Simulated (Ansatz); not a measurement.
Relaxation of CH$_{5}$ClFSbSn (10 atoms, charge 0, multiplicity 1), to a largest force component of 0.015 eV/Å in at most 40 steps.

All numbers below come from Ansatz, RKS PBE0/def2-SVP.

```xyz
10
Properties=species:S:1:pos:R:3:forces:R:3
F -2.006 0.695 1.414 0.51 0.38 -0.35
Sb -0.240 1.558 1.298 -0.30 -1.12 0.51
Cl 0.282 0.820 3.504 0.13 0.27 0.04
C 0.666 -0.225 0.421 -2.50 -0.30 0.09
Sn -0.027 -0.387 -1.638 0.33 -0.03 -0.10
H 0.231 -1.108 0.982 0.54 0.85 -0.33
H 1.727 -0.191 0.477 1.41 0.01 0.10
H -1.738 -0.417 -1.694 0.07 0.00 0.01
H 0.550 1.039 -2.455 -0.10 -0.30 0.05
H 0.639 -1.834 -2.306 -0.09 0.22 -0.01
```

Where does it end, and by what steps?

The forces met the threshold. After 29 steps the energy has fallen by 0.288 eV; Cl3 moved furthest, 1.98 Å.

| step | energy less start (eV) | largest force component (eV/Å) | accepted |
| --- | --- | --- | --- |
| 0 | 0.0000 | 2.504 | yes |
| 2 | -0.1540 | 0.367 | yes |
| 4 | -0.1634 | 0.117 | yes |
| 6 | -0.1712 | 0.089 | yes |
| 8 | -0.1880 | 0.310 | yes |
| 10 | -0.2054 | 0.761 | yes |
| 12 | -0.2486 | 0.157 | yes |
| 14 | -0.2478 | 0.496 | no |
| 16 | -0.2639 | 0.111 | yes |
| 18 | -0.2672 | 0.124 | yes |
| 20 | -0.2736 | 0.150 | yes |
| 22 | -0.2796 | 0.187 | yes |
| 24 | -0.2841 | 0.181 | yes |
| 26 | -0.2861 | 0.071 | yes |
| 28 | -0.2876 | 0.020 | yes |
| 29 | -0.2878 | 0.004 | yes |

```xyz
10
Properties=species:S:1:pos:R:3
F -1.127 1.942 0.453
Sb 0.165 1.332 1.788
Cl -1.234 -0.270 2.845
C 1.014 -0.081 0.424
Sn -0.265 -0.460 -1.296
H 1.177 -1.026 0.966
H 1.989 0.294 0.071
H -1.857 -0.822 -0.805
H -0.200 0.871 -2.365
H 0.420 -1.832 -2.078
```

Whether the end is a true minimum wasn't checked by a vibrational analysis.

Run time: 2.8 min on 2 threads of Intel(R) Xeon(R) Platinum 8488C (Sapphire Rapids), on a shared host, peak memory 0.38 GiB.
